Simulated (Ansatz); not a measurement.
Molecular dynamics, step by step

CH3AsO (SMILES [C-]#[O+].[AsH3]), closed shell, revPBE-D4/STO-3G (Ansatz 0.2.0). Settings (timestep in fs, temperature in K; T counts 12 degrees of freedom):

```yaml
hamiltonian: {xc: {name: revPBE}, dispersion: d4}
md: {n_steps: 40, timestep: 0.25, temperature: 1000, ensemble: nvt_nose_hoover, seed: 645, initial_velocities: maxwell_boltzmann}
```

Start (the SMILES describes the start alone):

C1  (0.160, -0.418, -2.364)
O2  (-0.170, 0.133, -3.285)
As3  (-0.251, 0.481, 1.003)
H4  (1.226, 0.122, 1.029)
H5  (-0.298, 0.661, 2.514)
H6  (-0.667, -0.979, 1.102)
(Å)

```csv
step,time (fs),potential energy less the start (meV),kinetic energy (meV),T (K)
0,0.00,0.0,517.0,1000
2,0.50,-0.8,517.8,1001
4,1.00,-24.6,541.5,1047
6,1.50,-62.8,579.4,1121
8,2.00,-103.3,619.8,1199
10,2.50,-135.6,652.0,1261
12,3.00,-153.5,669.9,1296
14,3.50,-156.3,672.8,1301
16,4.00,-146.8,663.2,1283
18,4.50,-128.7,645.2,1248
20,5.00,-105.1,621.5,1202
22,5.50,-76.6,593.0,1147
24,6.00,-42.7,559.0,1081
26,6.50,-2.4,518.7,1003
28,7.00,44.0,472.2,913
30,7.50,94.2,422.1,816
32,8.00,143.3,373.0,721
34,8.50,184.3,332.1,642
36,9.00,209.1,307.4,595
38,9.50,209.9,306.8,593
40,10.00,181.0,335.6,649
```

Step 14, positions (Å) and forces (eV/Å):

```json
{"atom": "C1", "x": "0.153", "y": "-0.455", "z": "-2.324", "Fx": "0.277", "Fy": "-0.530", "Fz": "0.833"}
{"atom": "O2", "x": "-0.170", "y": "0.163", "z": "-3.295", "Fx": "-0.278", "Fy": "0.536", "Fz": "-0.760"}
{"atom": "As3", "x": "-0.253", "y": "0.477", "z": "1.000", "Fx": "2.039", "Fy": "-0.395", "Fz": "-2.401"}
{"atom": "H4", "x": "1.314", "y": "0.224", "z": "1.142", "Fx": "-1.928", "Fy": "0.019", "Fz": "-0.425"}
{"atom": "H5", "x": "-0.245", "y": "0.771", "z": "2.357", "Fx": "-0.432", "Fy": "0.026", "Fz": "2.260"}
{"atom": "H6", "x": "-0.637", "y": "-0.968", "z": "1.075", "Fx": "0.321", "Fy": "0.344", "Fz": "0.493"}
```

Step 32, positions (Å) and forces (eV/Å):

| atom | x | y | z | Fx | Fy | Fz |
| --- | --- | --- | --- | --- | --- | --- |
| C1 | 0.148 | -0.506 | -2.266 | -1.801 | 4.013 | -5.848 |
| O2 | -0.172 | 0.205 | -3.313 | 1.797 | -3.993 | 5.952 |
| As3 | -0.250 | 0.472 | 0.992 | -0.340 | 1.994 | -0.009 |
| H4 | 1.163 | 0.346 | 1.216 | 1.019 | -0.521 | -0.404 |
| H5 | -0.253 | 0.900 | 2.442 | -0.700 | -0.612 | -0.415 |
| H6 | -0.552 | -0.925 | 1.128 | 0.026 | -0.881 | 0.723 |

Step 38, positions (Å) and forces (eV/Å):

| atom | x | y | z | Fx | Fy | Fz |
| --- | --- | --- | --- | --- | --- | --- |
| C1 | 0.140 | -0.511 | -2.265 | -1.711 | 4.004 | -5.713 |
| O2 | -0.169 | 0.209 | -3.305 | 1.707 | -3.983 | 5.821 |
| As3 | -0.249 | 0.472 | 0.988 | -1.679 | 1.900 | 0.800 |
| H4 | 1.118 | 0.369 | 1.220 | 2.197 | -0.551 | -0.166 |
| H5 | -0.285 | 0.926 | 2.490 | -0.570 | -0.802 | -1.347 |
| H6 | -0.520 | -0.941 | 1.176 | 0.057 | -0.568 | 0.605 |

Last step (40):

C1  (0.137, -0.511, -2.267)
O2  (-0.167, 0.210, -3.301)
As3  (-0.249, 0.472, 0.987)
H4  (1.113, 0.375, 1.220)
H5  (-0.299, 0.931, 2.501)
H6  (-0.509, -0.949, 1.195)
(Å)

The run took about 20 s on 2 CPU threads of an Arm Neoverse V1 (shared host).
